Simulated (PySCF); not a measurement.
**Ionisation energy of Ir⁷⁰⁺ by level of theory**

Ir⁷⁰⁺ [He] 2s2 2p3 [2p1/2^2 2p3/2^1, M_J = 3/2] → Ir⁷¹⁺ [He] 2s2 2p2 [2p1/2^2, M_J = 0], as a difference of total energies. All numbers are calculated (PySCF 2.14, the two-component X2C-1e Hamiltonian, in an even-tempered Gaussian basis (16 s from 57 bohr⁻², ratio 2.4; 13 p from 74 bohr⁻², ratio 2.4; 5 d from 250 bohr⁻², ratio 2.6; 4 f from 370 bohr⁻², ratio 2.6)). Correlated levels: nothing frozen; the 28 highest virtual spinors dropped. "Screened" scales the spin-orbit matrix elements by Boettger's factors to mimic the two-electron term; Breit and QED terms are absent.

| method | ionisation energy (eV) |
| --- | --- |
| GHF (spin-free) | 18690.2 |
| GMP2 (spin-free) | 18690.3 |
| GHF (screened spin-orbit) | 18140.6 |
| GMP2 (screened spin-orbit) | 18140.9 |

For this ion Breit and QED terms and the two-electron picture change, all absent here, outweigh the correlation shift from GHF to GMP2.

The spin-free rows relax to the high-spin LS determinant and lack the spin-orbit shift.

The labels give the starting determinants; with spin-orbit coupling the two ends relaxed to ⟨J²⟩ = 3.75, ⟨L²⟩ = 2.62, ⟨S²⟩ = 1.46 and ⟨J²⟩ = 0.00, ⟨L²⟩ = 1.33, ⟨S²⟩ = 1.33.

For comparison: 18120 ± 60 eV (theoretical estimate listed by NIST; NIST Atomic Spectra Database, ionization energies).
